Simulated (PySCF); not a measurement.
1-chloro-2-fluorocyclobutene (C4H4ClF), SMILES C1CC(=C1Cl)F.

Geometry optimised at PBE0-D3(BJ)/def2-SVP.

Method: PySCF with HF/def2-TZVP.

Symmetry labels are those of the subgroup Cs that the program uses (full group Cs).

Computed valence orbital energies around the gap with their symmetry:
```tsv
orbital	symmetry	energy (eV)
HOMO−7	A"	-17.62
HOMO−6	A'	-15.90
HOMO−5	A"	-14.58
HOMO−4	A'	-14.10
HOMO−3	A'	-13.75
HOMO−2	A"	-13.67
HOMO−1	A'	-12.28
HOMO	A"	-9.56
LUMO	A'	3.78
LUMO+1	A"	4.44
LUMO+2	A'	4.53
LUMO+3	A"	5.08
```
